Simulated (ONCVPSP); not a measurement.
Rb (Z = 37): excitation energies, all-electron against ONCV

ONCVPSP 4.0.1 input, shortened (lines: element, Z, core and valence counts, functional; n l f; lmax; l rc ep ncon nbas qcut; lloc lpopt rc5 dvloc0; l nproj debl; icmod fcfact rcfact), PBE, scalar-relativistic:

```
  Rb 37.00    6    3        4      upf
    1    0    2.00
    2    0    2.00
    2    1    6.00
    3    0    2.00
    3    1    6.00
    3    2   10.00
    4    0    2.00
    4    1    6.00
    5    1    1.00
    2
    0    2.00    0.00    3    8    8.00
    1    2.90    0.00    5    9    4.90
    2    2.60    0.03    4    8    4.20
    4    5    1.65    1.00
    0    1    2.30
    1    2    2.10
    2    2    0.50
    3    4.25    1.15
```

Energies are relative to the spin-unpolarised reference configuration 4s2 4p6 5p1; without spin polarisation the order of configurations can differ from experiment.

| valence configuration | charge | ΔE all-electron (eV) | error AE − PS (meV) |
| --- | --- | --- | --- |
| 4s2 4p6 5s1 5p0 | 0 | -1.520 | +1.0 |
| 4s2 4p6 5p0 | +1 | 2.634 | -0.1 |
| 4s2 4p6 5s0.5 5p0 | +0.5 | 0.058 | +0.6 |

Problem. What are ΔE and the potential's error for 4s2 4p6 4d0.5 5s0.5 5p0?

Solution. ΔE = -0.404 eV all-electron; the error (AE − PS) is -0.4 meV.

Levels in the configuration 4s2 4p6 4d0.5 5s0.5 5p0:

```
level  all-electron (eV)  pseudo (eV)
   4s            -32.652      -32.655
   4p            -16.718      -16.720
   4d             -0.388       -0.388
   5s             -2.644       -2.645
```
